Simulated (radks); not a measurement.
Neutral rhenium, 75 electrons, occupied as [Kr] 4d10 4f14 5s2 5p5 5d5 6s2 6d1 (not the ground configuration). Calculated with a radial shooting solver on a logarithmic mesh with Libxc functionals: scalar-relativistic Kohn-Sham, TASK exchange with Perdew-Wang LDA correlation, spin-unpolarised, spherical densities, finite nucleus; meta-GGA in the generalised Kohn-Sham scheme; Fermi nuclear charge, rms radius 5.3698 fm.

Normalised radial functions P(r) = r R(r), r in bohr:

```
   r/bohr * 4d, o 5s (the largest magnitude, 1.44, reaches the edge; | marks zero, & curves that meet)
 0.001918                             * o
 0.003227                             *  o
 0.005471                             *   o
 0.009277                             *   o
  0.01573                             |*o
  0.02646                           o | *
  0.04486                       o     |     *
  0.07606                           o |            *
    0.129                             |       o        *
   0.2169                             *o
   0.3678  *              o           |
   0.6236      *                      |         o
    1.057                        *    |                    o
    1.779                             *      o
    3.016                             &
    5.113                             &
    8.669                             &
    14.58                             &
    24.72                             &
    41.92                             &
```

4d: eigenvalue -272.93 eV, 1 radial node at r = 0.215 bohr, <r> = 0.500 bohr, 90 % of the charge inside 0.750 bohr. 5s: eigenvalue -99.999 eV, 4 radial nodes at r = 0.0214, 0.0856, 0.222, 0.520 bohr, <r> = 1.03 bohr, 90 % of the charge inside 1.49 bohr.
